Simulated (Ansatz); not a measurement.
The first iterations of a band of CH5Ga + ClH (9 atoms, charge 0, multiplicity 1).

These are results of RKS PBE0-D4/def2-SVP (Ansatz), not measurements.

- movable images: 5
- climbing image: yes
- spring: 5.0 eV/Å²
- optimiser: quadratic models (default)
- start path: through a guess of the saddle point
- force threshold: 0.05 eV/Å
- iteration limit: 60
- end points: relaxed

Image 0:

```xyz
9
Properties=species:S:1:pos:R:3
Ga 0.002 0.030 0.249
C 0.036 0.294 2.212
H -0.909 -0.005 2.694
H 0.873 -0.235 2.693
H 0.174 1.367 2.426
H 1.359 -0.089 -0.541
H -1.347 0.237 -0.538
Cl -0.331 -2.729 0.605
H -0.362 -2.570 1.884
```

Image 6:

```xyz
9
Properties=species:S:1:pos:R:3
Ga -0.076 -0.589 -0.375
C -0.021 -0.100 2.645
H -0.907 0.118 3.255
H 0.877 -0.134 3.276
H 0.103 0.708 1.907
H 1.402 -0.105 -0.483
H -1.404 0.220 -0.485
Cl -0.325 -2.737 -0.222
H -0.153 -1.083 2.167
```

| iteration | highest image above the first end (eV) | largest band force component (eV/Å) |
| --- | --- | --- |
| 1 | 1.529 | 7.591 |
| 2 | 0.798 | 2.459 |
| 3 | 0.367 | 1.512 |

**Question.** Does the band converge within its limit, and where does its top end?

**Answer.** The run converged. It ended after 11 iterations with the highest image 0.321 eV above the first end. A vibrational analysis at the climbing image gives one clearly imaginary mode, 791i cm⁻¹: a first-order saddle point. The orbitals stay closed-shell, which can raise the energy where a bond breaks towards radicals; this wasn't checked here.

The run took 4.1 min on 2 threads of Arm Neoverse N1 (shared host), peak memory 0.21 GiB.
